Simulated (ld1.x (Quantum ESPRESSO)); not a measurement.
Pseudopotential generation for cobalt (Co): TM semilocal, PBE, scalar-relativistic.

ld1.x (Quantum ESPRESSO) 7.5 input, shortened:

```
&input
   title='Co', zed=27., rel=1, dft='PBE', iswitch=3,
   config='[Ar] 3d7 4s1.5 4p0'
 /
 &inputp
   pseudotype=1, tm=.true., lloc=0,
   nlcc=.true., new_core_ps=.true., rcore=0.65
 /
3
3P  2  1   6.00   0.00  1.10  1.10  0.0
3D  3  2   7.00   0.00  1.55  1.55  0.0
4S  1  0   1.50   0.00  2.25  2.25  0.0
 &test
   configts(1)='3p6 3d7 4s1.5 4p0'
 /
```

* Cutoffs needed: 110 Ry and 180 Ry (the cutoffs (Ry, on a coarse ladder) from which the occupation-weighted sum of valence levels, in a spherical-Bessel basis at the reference potential, stays within 10 and 1 mRy of its value at 400 Ry)
* Ghost test: no extra level below or beside the all-electron valence levels (p, d, s tested); the semilocal form is local in each channel, so this says nothing of the separable form that plane-wave codes build from it (spherical-Bessel basis up to 400 Ry, 20 bohr box)
* Largest excitation error: -102 meV (all-electron minus pseudo) for 3p6 3d8 4s0 4p0, out of 7 test configurations
